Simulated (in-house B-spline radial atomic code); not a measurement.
Checks on a self-consistent run for an ion of nuclear charge 82.5 with 81 electrons, [Xe] 4f14 5d10 6s2 6p1. Level of theory: Dirac-Hartree-Fock, average of configuration, Fermi nucleus of rms radius 5.5012 fm; calculated with an all-electron radial atomic-structure program (B-spline basis).

```json
{"orbital": "1s1/2", "q": "2", "ε (Eh)": "-3302.88764", "<1/r>": "102.2", "<r²>": "0.000351823", "small-component weight": "0.099163"}
{"orbital": "2s1/2", "q": "2", "ε (Eh)": "-598.03790", "<1/r>": "25.3135", "<r²>": "0.00527237", "small-component weight": "0.022921"}
{"orbital": "2p1/2", "q": "2", "ε (Eh)": "-573.38507", "<1/r>": "25.2229", "<r²>": "0.0037183", "small-component weight": "0.022972"}
{"orbital": "2p3/2", "q": "4", "ε (Eh)": "-490.43347", "<1/r>": "20.0935", "<r²>": "0.00489539", "small-component weight": "0.020185"}
{"orbital": "3s1/2", "q": "2", "ε (Eh)": "-146.96294", "<1/r>": "9.29354", "<r²>": "0.0340778", "small-component weight": "0.0077392"}
{"orbital": "3p1/2", "q": "2", "ε (Eh)": "-135.89121", "<1/r>": "9.19058", "<r²>": "0.0310324", "small-component weight": "0.0076698"}
{"orbital": "3p3/2", "q": "4", "ε (Eh)": "-117.11632", "<1/r>": "7.85434", "<r²>": "0.0373058", "small-component weight": "0.0068711"}
{"orbital": "3d3/2", "q": "4", "ε (Eh)": "-99.16333", "<1/r>": "7.73484", "<r²>": "0.0285226", "small-component weight": "0.0067269"}
{"orbital": "3d5/2", "q": "6", "ε (Eh)": "-95.21091", "<1/r>": "7.43802", "<r²>": "0.0302241", "small-component weight": "0.0065117"}
{"orbital": "4s1/2", "q": "2", "ε (Eh)": "-35.31032", "<1/r>": "3.93099", "<r²>": "0.163316", "small-component weight": "0.0026451"}
{"orbital": "4p1/2", "q": "2", "ε (Eh)": "-30.47205", "<1/r>": "3.81907", "<r²>": "0.165883", "small-component weight": "0.0025482"}
{"orbital": "4p3/2", "q": "4", "ε (Eh)": "-25.80093", "<1/r>": "3.37701", "<r²>": "0.195425", "small-component weight": "0.0022661"}
{"orbital": "4d3/2", "q": "4", "ε (Eh)": "-17.92565", "<1/r>": "3.17685", "<r²>": "0.202925", "small-component weight": "0.002058"}
{"orbital": "4d5/2", "q": "6", "ε (Eh)": "-17.04352", "<1/r>": "3.0735", "<r²>": "0.213294", "small-component weight": "0.0019791"}
{"orbital": "5s1/2", "q": "2", "ε (Eh)": "-6.87010", "<1/r>": "1.60977", "<r²>": "0.813594", "small-component weight": "0.00068454"}
{"orbital": "5p1/2", "q": "2", "ε (Eh)": "-5.12851", "<1/r>": "1.48991", "<r²>": "0.933593", "small-component weight": "0.00060218"}
{"orbital": "5p3/2", "q": "4", "ε (Eh)": "-4.24044", "<1/r>": "1.33171", "<r²>": "1.11712", "small-component weight": "0.000514"}
{"orbital": "4f5/2", "q": "6", "ε (Eh)": "-6.77242", "<1/r>": "2.73358", "<r²>": "0.233589", "small-component weight": "0.0016114"}
{"orbital": "4f7/2", "q": "8", "ε (Eh)": "-6.57234", "<1/r>": "2.69423", "<r²>": "0.239888", "small-component weight": "0.0015791"}
{"orbital": "5d3/2", "q": "4", "ε (Eh)": "-1.71760", "<1/r>": "1.06745", "<r²>": "1.73096", "small-component weight": "0.00034422"}
{"orbital": "5d5/2", "q": "6", "ε (Eh)": "-1.60765", "<1/r>": "1.02576", "<r²>": "1.85929", "small-component weight": "0.00032065"}
{"orbital": "6s1/2", "q": "2", "ε (Eh)": "-1.03113", "<1/r>": "0.581702", "<r²>": "5.48569", "small-component weight": "0.00011"}
{"orbital": "6p1/2", "q": "0.33333", "ε (Eh)": "-0.72090", "<1/r>": "0.479273", "<r²>": "7.85807", "small-component weight": "7.3766e-05"}
{"orbital": "6p3/2", "q": "0.66667", "ε (Eh)": "-0.64089", "<1/r>": "0.429419", "<r²>": "9.51647", "small-component weight": "5.976e-05"}
```

Electron-electron repulsion V_ee = 7762.9861 hartree.

Question: What total energy follows from the eigenvalues?

Answer: The eigenvalues count the repulsion twice, so E = Σqε - V_ee = -13474.598 - 7762.986 = -21237.584 hartree; the run printed -21237.584.

Question: Does the Dirac virial theorem hold?

Answer: For a point nucleus E = -2c²Σq·w, with w the small-component weight. Here Σq·w = 0.5652 and c = 137.0360, so the ratio E/(-2c²Σq·w) is 1.000461; the finite nucleus accounts for the departure from 1.

Question: What diamagnetic shielding (Lamb formula) and susceptibility (Langevin formula) do the radii give?

Answer: σ = (α²/3)Σq<1/r> = 651.471/(3·137.036²) = 11564 ppm, and χ = -0.79199×10⁻⁶·Σq<r²> = -42.33×10⁻⁶ cm³/mol with Σq<r²> = 53.443 bohr². Both are non-relativistic formulas without the paramagnetism of open shells; for so heavy an element the full relativistic shielding is larger by tens of per cent.
